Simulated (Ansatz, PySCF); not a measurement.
H3S, SMILES [SH3+], charge +1.

The structure is a stationary point at B3LYP-D3(BJ)/def2-TZVPD. The isomer is the one that the SMILES or the coordinates give; other isomers of the formula were not compared.

Vertical ionisation energy (IE) and electron affinity (EA) in eV. Rows of orbital energies are one-electron estimates. Where ΔSCF, EOM or ADC give a negative EA the extra electron is unbound and the value depends on the basis.

```tsv
level	IE	EA
−ε(HOMO), −ε(LUMO), B3LYP/def2-TZVPD (PySCF)	17.94	7.44
−ε(HOMO), −ε(LUMO), CAM-B3LYP/def2-TZVPD (PySCF)	19.60	5.94
−ε(HOMO), −ε(LUMO), PBE/def2-TZVPD (PySCF)	16.82	8.24
EOM-CCSD/aug-cc-pVDZ (PySCF)	21.17	4.43
ADC(3)/aug-cc-pVDZ (PySCF)	21.13	4.43
ΔSCF, ωB97X-V/def2-TZVPD (Ansatz), final states of multiplicity 2 and 2	21.36	4.49
ΔSCF, PBE/def2-TZVPD (Ansatz), final states of multiplicity 2 and 2	21.31	4.76
```

Problem. What vertical singlet–triplet gap does ΔSCF give with ωB97X-V/def2-TZVPD (Ansatz, an electronic-structure program) and with PBE/def2-TZVPD (Ansatz)? (The exact figures need the calculation; the answer reports its results.)

Solution. 8.08 and 7.78 eV (triplet above singlet where positive).

Problem. Beyond the first one, list the lowest photoelectron lines from ADC(3)/aug-cc-pVDZ run with PySCF with their pole strengths (two spins summed). (An estimate is asked for; the answer gives what the named calculation found.)

Solution. 24.06 eV (1.85), 24.06 eV (1.85), 31.98 eV (0.85).
